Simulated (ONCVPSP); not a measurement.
**lanthanum: excitation energies, all-electron against ONCV**

```
Element                 : lanthanum
Generator               : ONCVPSP 4.0.1
Type                    : optimised norm-conserving Vanderbilt (ONCV)
Functional              : LDA (Perdew-Wang 92)
Relativity              : scalar-relativistic
Frozen core             : [Kr] 4d10
Valence charge          : 11
Reference configuration : 5s2 5p6 5d1 6s2
Partial waves           : 5s+6s: rc 2.90 bohr, ncon 4, nbas 8, qcut 3.7 1/bohr, 2 projectors; 5p: rc 2.45 bohr, ncon 4, nbas 8, qcut 4.7 1/bohr, 2 projectors, debl 3.9 Ha; 5d: rc 3.65 bohr, ncon 4, nbas 9, qcut 3.4 1/bohr, 2 projectors, debl 2.8 Ha; f scattering state at 0.02 Ha: rc 3.10 bohr, ncon 4, nbas 7, qcut 3.7 1/bohr, 2 projectors, debl 1.1 Ha
Local potential         : polynomial inside 2.30 bohr (lpopt 1, dvloc0 -1 Ha)
Core correction         : Teter function, fcfact 2.5, rcfact 1.4
```

In the f channel the program set the typed energies aside and used -0.169, 0.931 Ha.

Energies are relative to the spin-unpolarised reference configuration 5s2 5p6 5d1 6s2; without spin polarisation the order of configurations can differ from experiment.

```json
{"valence configuration": "5s2 5p6 5d1 6s0", "charge": "+2", "ΔE all-electron (eV)": "17.305", "error AE − PS (meV)": "-14"}
{"valence configuration": "5s2 5p6 5d0 6s0", "charge": "+3", "ΔE all-electron (eV)": "36.401", "error AE − PS (meV)": "+40"}
{"valence configuration": "5s2 5p6 5d0 6s2 6p1", "charge": "0", "ΔE all-electron (eV)": "2.379", "error AE − PS (meV)": "+18"}
```

What are ΔE and the potential's error for 5s2 5p6 5d1 6s1?

ΔE = 6.158 eV all-electron; the error (AE − PS) is -2.5 meV.
